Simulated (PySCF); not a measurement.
Fe(Cl)3, SMILES [Cl][Fe]([Cl])[Cl], multiplicity 6 (CAM-B3LYP/def2-SVP optimised geometry):

```
4

Fe    -0.533     0.001     0.000
Cl    -1.601     1.848     0.000
Cl    -1.598    -1.848    -0.004
Cl     1.601     0.001     0.000
```

Method: PySCF with unrestricted CAM-B3LYP/def2-TZVP.

Question: What are the frontier orbital energies (α orbitals alone; a β orbital can be the lowest empty one) and the dipole moment?

Answer: HOMO-2 -11.02 eV, HOMO-1 -10.56 eV, HOMO -10.56 eV, LUMO 0.30 eV, LUMO+1 1.32 eV; dipole moment 0.01 D.

On the same geometry unrestricted PBE/def2-TZVP (PySCF 2.14.0) gives HOMO-2 -8.10 eV, HOMO-1 -7.25 eV, HOMO -7.24 eV, LUMO -1.16 eV, LUMO+1 -0.41 eV; dipole moment 0.00 D.

Meta-Löwdin charges at CAM-B3LYP/def2-TZVP: Fe1 1.47, Cl2 -0.49, Cl3 -0.49, Cl4 -0.49.
